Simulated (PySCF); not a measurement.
# Vibration and rotation of NiP

M06-2X constants of NiP, ⁴Δ (quartet), unpaired electrons π ↑↑, δ ↑ (basis Ni def2-TZVPP, P def2-TZVPP; no relativity; PySCF 2.14; masses 57.9353 and 30.9738 u):

| Property | Result |
| --- | --- |
| ωe | 326.0 cm⁻¹ |
| ωexe | 1.21 cm⁻¹ |
| Be | 0.17204 cm⁻¹ |
| αe | 0.00108 cm⁻¹ |

**Question.** What force constant and bond length do these constants imply?

**Answer.** Reduced mass μred = 20.183 u; k = 5.8918×10⁻⁷·μred·ωe² (u, cm⁻¹, mdyn/Å) = 1.26 mdyn/Å; Re = √(16.8576/(μred·Be)) (u, cm⁻¹, Å) = 2.203 Å.

**Question.** Estimate the centrifugal constant D from the Kratzer relation and find the Dunham coefficient a1.

**Answer.** D = 4Be³/ωe² = 1.92e-07 cm⁻¹; a1 = −1 − αeωe/(6Be²) = -2.98.

De is left out where the level can put another filling of the metal’s s and d shells below the measured ground configuration, by anything from nothing to about 1 eV. With d or f electrons several states lie close, and the lowest PBE0 determinant need not be the measured ground state.
